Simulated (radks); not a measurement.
Results of a calculation; reference values are marked as such.
Q: Pb59+, 23 electrons, occupied as [Ar] 3d5. Code: a radial shooting solver on a logarithmic mesh with Libxc functionals. Model: Dirac Kohn-Sham, LB94 model potential, spin-unpolarised, spherical densities, finite nucleus; open shells fill j = l - 1/2 first; Fermi nuclear charge, rms radius 5.5012 fm. Some entries of the table are withheld. Estimate them.

orbital  occ.  eigenvalue (hartree)  r(max) (bohr)  <r> (bohr)
1s1/2       2                   (1)       0.009838     0.01604
2s1/2       2                   (2)        0.05720     0.06648
2p1/2       2             -706.0045        0.04180     0.05448
2p3/2       4             -624.1796        0.04949     0.06326
3s1/2       2             -272.6297         0.1575      0.1670
3p1/2       2             -263.7506         0.1461      0.1569
3p3/2       4             -243.6144         0.1606      0.1711
3d3/2       4             -230.2280         0.1229         (3)
3d5/2       1             -225.7338         0.1269         (4)

A: 
(1) 1s1/2 eigenvalue (hartree): -3391.843
(2) 2s1/2 eigenvalue (hartree): -727.2925
(3) 3d3/2 <r> (bohr): 0.1469
(4) 3d5/2 <r> (bohr): 0.1512
